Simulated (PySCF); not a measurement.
C₅H₃NS.
Structure used (PBE0-D3(BJ)/def2-SVP), in Å, numbered top down from 1:
```xyz
10
C5H3NS angstrom
C      2.762   -0.625    0.393
C      1.577   -0.448    0.197
C      0.199   -0.241   -0.030
C     -0.433    0.857   -0.581
N     -1.784    0.778   -0.676
C     -2.216   -0.356   -0.211
S     -1.000   -1.426    0.383
H      3.811   -0.780    0.566
H      0.096    1.746   -0.928
H     -3.270   -0.645   -0.184
```

Method used: core-valence-separated Tamm–Dancoff BHandHLYP/aug-pcX-1 (pcseg-1 on H, def2-SVPD on S) in PySCF, non-relativistic, gas phase, PBE0-D3(BJ)/def2-SVP geometry. BHandHLYP without relativity tends to put these K edges a few eV too low, so spacings mean more than positions.

Task: What does the C 1s absorption edge look like?

Result: 
```
E (eV)       f  core hole on  main final orbital  polarisation
283.25  0.0532            C1         LUMO (63 %)  out of plane
283.40  0.0635            C1       LUMO+3 (36 %)      in plane
283.49  0.0510            C4         LUMO (63 %)  out of plane
283.57  0.0682            C6         LUMO (69 %)  out of plane
283.59  0.0360            C2         LUMO (65 %)  out of plane
283.71  0.0492            C2       LUMO+3 (42 %)      in plane
283.92  0.0541            C3         LUMO (84 %)  out of plane
285.88  0.0388            C3       LUMO+1 (47 %)      in plane
286.13  0.0102            C1       LUMO+2 (52 %)      in plane
286.34  0.0070            C4       LUMO+4 (42 %)  out of plane
286.50  0.0244            C2         LUMO (32 %)  out of plane
286.79  0.0019            C2       LUMO+1 (35 %)      in plane
286.80  0.0356            C6       LUMO+1 (40 %)      in plane
286.90  0.0040            C1       LUMO+6 (31 %)      in plane
287.18  0.0150            C4       LUMO+1 (31 %)      in plane
287.32  0.0025            C1         LUMO (31 %)  out of plane
287.40  0.0037       C1 + C2              spread      in plane
287.45  0.0011       C1 + C2       LUMO+2 (36 %)      in plane
287.50  0.0049            C4       LUMO+1 (34 %)      in plane
287.71  0.0098            C1      LUMO+11 (75 %)  out of plane
287.74  0.0009            C3              spread             –
287.79  0.0011            C2       LUMO+6 (31 %)      in plane
```

The first line with a tenth or more of the strongest one's intensity is at 283.25 eV (f = 0.053), with the hole on C1 (terminal alkyne carbon), polarised out of plane: a 1s→π* resonance. The strongest listed is at 283.57 eV (f = 0.068; C6, 1s→π*).

Task: What does the N 1s absorption edge look like?

Result: 
```
E (eV)       f  core hole on  main final orbital  polarisation
396.98  0.0576            N5       LUMO+4 (40 %)  out of plane
399.58  0.0066            N5         LUMO (66 %)  out of plane
401.06  0.0103            N5       LUMO+1 (75 %)      in plane
401.52  0.0019            N5       LUMO+3 (44 %)      in plane
402.14  0.0021            N5       LUMO+3 (34 %)      in plane
402.36  0.0024            N5              spread      in plane
402.55  0.0006            N5      LUMO+10 (36 %)             –
```

The first line with a tenth or more of the strongest one's intensity is at 396.98 eV (f = 0.058), with the hole on N5 (pyridine-type nitrogen), polarised out of plane: a 1s→π* resonance. It is also the strongest listed.

Roots within 0.03 eV whose holes lie on the same, on equivalent or on shared atoms are summed into one line, and the highest roots are left out, as the search may have cut off their partners. Final orbitals are the ground state's empty Kohn–Sham orbitals. A dash: too weak, shared between unlike atoms, or no plane or axis to refer to.

Task: What are the wavelength and the wavenumber of the 286.50 eV line?

Result: λ = 12398.42 eV Å/286.50 eV = 43.275 Å; 2.3108 × 10⁶ cm⁻¹.

Only the lowest roots of each edge were sought.
